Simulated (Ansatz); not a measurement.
Ansatz (a first-principles code) input (CCSD(T)/cc-pV(D+d)Z): A basis named .json is the Basis Set Exchange file of that set (core-valence sets with the plain set on hydrogen).

Ansatz 0.2 input:
```yaml
crystal:
  periodic: [false, false, false]
  atoms:
    - {symbol: Cl, position_ang: [0.00000000, 0.00000000, 0.00000000]}
basis:
  gaussian:
    orbitals: cc-pV_D+d_Z.json
magnetization: {spin_polarized: true, initial_magnetization: 1}
correlation: {method: ccsd_t, electrons: outside_noble_gas}
scf: {lower_state_search: full}
```

Output:

```
Functional definition: HF
integrals: 0.00 GiB planned
137 factors; integrals over basis functions are off by at most 1.1e-4 eV
mean field: 0.05 GiB planned
mean field evaluation 1: about -12502.7061 eV, gradient 4.7e0 eV
mean field evaluation 2: about -12502.7082 eV, gradient 4.7e0 eV
mean field evaluation 4: about -12502.8518 eV, gradient 3.5e-1 eV
mean field evaluation 8: about -12502.8536 eV, gradient 2.9e-3 eV
mean field evaluation 16: about -12502.8525 eV, gradient 3.7e-1 eV
mean field evaluation 32: about -12502.8536 eV, gradient 4.7e-3 eV
mean field evaluation 64: about -12502.8509 eV, gradient 2.9e-1 eV
mean field -12502.85363528 eV, -459.4713963578 hartree, gradient 2.8e-6 eV, S^2 0.756366; 5 other end points of the search recorded, 0 dependent functions left out
5 core orbitals not correlated
reference -12502.85363528 eV, -459.4713963578 hartree; 4, 3 occupied and 14, 15 virtual orbitals, 137 factors
second order -3.06408664 eV of doubles, -0.00000000 eV of singles
coupled cluster: 0.05 GiB planned
cycle   1  -3.46330385 eV  change   -4.0e-1 eV  update   3.4e-2
cycle   2  -3.56202891 eV  change   -9.9e-2 eV  update   1.1e-2
cycle   3  -3.56848669 eV  change   -6.5e-3 eV  update   2.1e-3
cycle   4  -3.56865240 eV  change   -1.7e-4 eV  update   2.7e-4
cycle   5  -3.56859738 eV  change    5.5e-5 eV  update   5.4e-5
cycle   6  -3.56861650 eV  change   -1.9e-5 eV  update   1.2e-5
cycle   7  -3.56861063 eV  change    5.9e-6 eV  update   2.6e-6
perturbative correction -0.04064331 eV, -0.0014936140 hartree
Total energy: -12506.46288921 eV, -459.6040339936 hartree
```
